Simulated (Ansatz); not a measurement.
Stepwise reaction of `C#[C][Ga]([Cl])[Cl]` with hydrogen, as a gas-phase model of exchange steps in deposition or etching. ΔE in kJ/mol; ΔG adds harmonic PBE0-D4 terms to CCSD(T)/CBS, at 1 bar.

Calculated with Ansatz (gas phase, PBE0-D4/def2-TZVP geometries, no zero-point term in ΔE). CCSD(T)/CBS is the MP2 limit (def2-TZVPP, def2-QZVPP) plus CCSD(T) − MP2 in def2-TZVPP, frozen cores. This one scheme is used for every species. Functionals use def2-TZVPP. B3LYP here is the variant with VWN-RPA as its local correlation; programs differ in this. For Ga outer-core shells are correlated without core-valence functions, which leaves a few kJ/mol of doubt a bond. Scalar relativity is left out up to krypton.

| step | reaction | PBE-D4 | B3LYP-D4 | ωB97M-V | CCSD(T)/CBS | ΔG(500 K) |
| --- | --- | --- | --- | --- | --- | --- |
| 2 | `C#[C][GaH][Cl]` + H₂ → `C#[C][GaH2]` + HCl | 106.0 | 107.6 | 105.7 | 108.3 | 103.5 |

Give the row of step 1, `C#[C][Ga]([Cl])[Cl]` + H₂ → `C#[C][GaH][Cl]` + HCl. (Best estimate.)

Ansatz gave: 
```json
{"step": "1", "reaction": "`C#[C][Ga]([Cl])[Cl]` + H₂ → `C#[C][GaH][Cl]` + HCl", "PBE-D4": "90.3", "B3LYP-D4": "92.2", "ωB97M-V": "90.6", "CCSD(T)/CBS": "92.9", "ΔG(500 K)": "82.5"}
```

By hand: ΔE of the 2 steps together at CCSD(T)/CBS.

(92.9) + (108.3) = 201.2 kJ/mol, or 100.6 kJ/mol a step.

In ΔE each step is higher than the one before. All are uphill at CCSD(T)/CBS. ΔG lies between 82.5 and 103.5 kJ/mol a step. PBE-D4 differs from CCSD(T)/CBS by -2.6 to -2.3 kJ/mol a step. Isolated molecules leave out the surface, adducts and barriers. Largest T1 diagnostic: 0.014.
